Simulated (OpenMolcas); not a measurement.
**Mo3+: ligand-field states by method**

Mo3+ with 6 ligands (chloride) in octahedral coordination (Oh) at 2.45 Å. A charge of +0.5 e stands 2.6 Å behind each ligand. Ligand basis ANO-RCC-VDZP.

- Program: OpenMolcas 26.06
- Basis: ANO-RCC-VDZP [6s5p3d1f]
- Scalar Hamiltonian: DKH2, point nucleus
- Active space: 3 electrons in 5 orbitals (4d)
- State averaging: 2S+1 = 4 even, 10 roots; 2S+1 = 2 even, 40 roots
- Spin-orbit coupling: RASSI with atomic mean-field integrals over the reference wave functions

I. CASSCF
II. SS-CASPT2, IPEA 0.25 Eh, imaginary shift 0.1 Eh (closed shells correlated: 4s 4p and the ligand valence shells)

Spin-free states (labels of O, the rotations of Oh) in cm-1, each column counted from its own energy of the first state listed:

| State | Degeneracy | I | II |
| --- | --- | --- | --- |
| 4A2 | 1 | 0 | 0 |
| 2E | 2 | 13479 | 10210 |
| 2T1 | 3 | 14036 | 10590 |
| 4T2 | 3 | 17828 | 19100 |
| 2T2 | 3 | 20452 | 16180 |
| 4T1 | 3 | 24460 | 24200 |
| 2A1 | 1 | 28637 | 26530 |
| 2S+1 = 2 | 3 | 29945 | 28150 |
| 2S+1 = 2 | 3 | 30905 | 28900 |
| 2E | 2 | 32543 | 29670 |
| 2T1 | 3 | 34853 | 31570 |
| 4T1 | 3 | 38948 | 40060 |
| 2T2 | 3 | 39884 | 35250 |
| 2A2 | 1 | 41286 | 36220 |
| 2S+1 = 2 | 3 | 47726 | 47460 |
| 2S+1 = 2 | 3 | 48675 | 47620 |
| 2E | 2 | 49945 | 44230 |
| 2T1 | 3 | 53656 | 51330 |
| 2T2 | 3 | 65980 | 61190 |
| 2E | 2 | 70152 | 69540 |

From I to II, I's first state of the same spin (4T2) moves from 17828 to 19100 cm-1, by about +1300 cm-1.

From I to II, I's first state of another spin (2E) moves from 13479 to 10210 cm-1, by about -3300 cm-1.

I: A least-squares ligand-field fit to the states below 45000 cm-1, each weighted by its degeneracy and with a free common offset, gives 10Dq = 17362 cm-1, B = 638 cm-1 and C = 2654 cm-1 (C/B = 4.16), with an rms deviation of 355 cm-1. The same method and metal basis give the free ion B = 802 cm-1 (fit to its terms below 60000 cm-1, rms deviation 39 cm-1), so the nephelauxetic ratio is β = 638 / 802 = 0.80; it hangs on how both fits weigh the states, and computed free-ion B values tend to be too large, so β mixes covalency with correlation.

II: A least-squares ligand-field fit to the states below 45000 cm-1, each weighted by its degeneracy and with a free common offset, gives 10Dq = 18588 cm-1, B = 485 cm-1 and C = 2006 cm-1 (C/B = 4.13), with an rms deviation of 408 cm-1. The same method and metal basis give the free ion B = 685 cm-1 (fit to its terms below 60000 cm-1, rms deviation 401 cm-1), so the nephelauxetic ratio is β = 485 / 685 = 0.71; it hangs on how both fits weigh the states, and computed free-ion B values tend to be too large, so β mixes covalency with correlation.

From I to II, 10Dq changes by +7 %, B by -24 % and C by -24 %.

χT at 300 K: I 1.75, II 1.76 cm3 K/mol.

Roots that are degenerate in the reference are averaged as groups; the widest CASPT2 spread within a group is 600 cm-1 (the 3-fold group of multiplicity 2 near 47600 cm-1 above the lowest state of its run, II). Shifts and gaps below about the spread of the groups concerned are not significant. Over all roots computed the reference weight is 0.66 in II; a low but even weight reflects the number of correlated electrons. The least metal-like active orbital is 78 % on the metal (Löwdin) and no ligand orbital is active, so the numbers are rough. Ligand-to-metal charge-transfer states are missing. With no ligand orbital active B as a rule stays too high, so bands that hang on it stand too high and its fall with covalency is understated. Without dynamic correlation the repulsion within the d shell is too large (B by tens of per cent), so at a given field states of lower spin stand too high (holds for I). With metal d orbitals alone the field can be off either way by tens of per cent (holds for I). With one d shell and no ligand orbital active, 10Dq can be off by a tenth or more (holds for II). No measured value stands beside these numbers; the geometry was imposed, not optimised, and the real ion may take another.

A state without a sure symmetry label is named by its multiplicity alone.
